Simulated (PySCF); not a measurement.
## Se (selenium, neutral) across methods

[Ar] 3d10 4s1 4p5, high-spin 3P determinant (an excited configuration). All numbers are calculated (PySCF 2.14, the spin-free X2C one-electron Hamiltonian (Gaussian nucleus), in x2c-TZVPPall with one added diffuse shell each of s, p, d type (7s6p5d1f, 57 functions)).

| method | E (hartree) | mean ε 4s α (eV) | mean ε 4p α (eV) | mean ε 4p β (eV) | Σ⟨r²⟩ (bohr²) | ⟨S²⟩ |
| --- | --- | --- | --- | --- | --- | --- |
| M06-2X | -2429.516 | -23.143 | -10.435 | -7.876 | 42.47 | 2.017 |
| r2SCAN | -2429.392 | -19.934 | -8.313 | -6.395 | 41.85 | 2.013 |
| UHF | -2427.63605 | -27.873 | -12.851 | -8.463 | 43.17 | 2.045 |
| LDA | -2425.826 | -19.047 | -7.894 | -6.447 | 41.97 | 2.005 |
| r2SCANh | -2429.380 | -20.773 | -8.815 | -6.713 | 41.89 | 2.015 |
| PBE | -2429.081 | -18.908 | -7.812 | -6.297 | 42.05 | 2.005 |
| PBE0 | -2429.122 | -21.293 | -9.210 | -7.138 | 41.99 | 2.009 |
| wB97M-V | -2429.202 | -23.891 | -11.328 | -9.240 | 42.26 | 2.008 |
| B3LYP | -2429.447 | -20.793 | -8.843 | -7.050 | 42.16 | 2.008 |
